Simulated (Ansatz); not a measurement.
This Ansatz (an electronic-structure program) input (B2PLYP/aug-cc-pV(D+d)Z) gives -2076.47841 Eh with 36 basis functions. A basis named .json is the Basis Set Exchange file of that set (core-valence sets with the plain set on hydrogen).

Ansatz 0.2 input:
```yaml
crystal:
  periodic: [false, false, false]
  atoms:
    - {symbol: Ge, position_ang: [0.00000000, 0.00000000, 0.00000000]}
basis:
  gaussian:
    orbitals: aug-cc-pV_D+d_Z.json
hamiltonian:
  xc: {name: B2PLYP}
magnetization: {spin_polarized: true, initial_magnetization: 2}
correlation: {electrons: outside_noble_gas}
scf: {lower_state_search: full}
```

Change:
```diff
- orbitals: aug-cc-pV_D+d_Z.json
+ orbitals: aug-cc-pV_5+d_Z.json
```

**Question.** What does the run give now?

**Answer.** -2076.55359 Eh (B2PLYP/aug-cc-pV(5+d)Z, 140 functions), a change of -75.18 mEh.
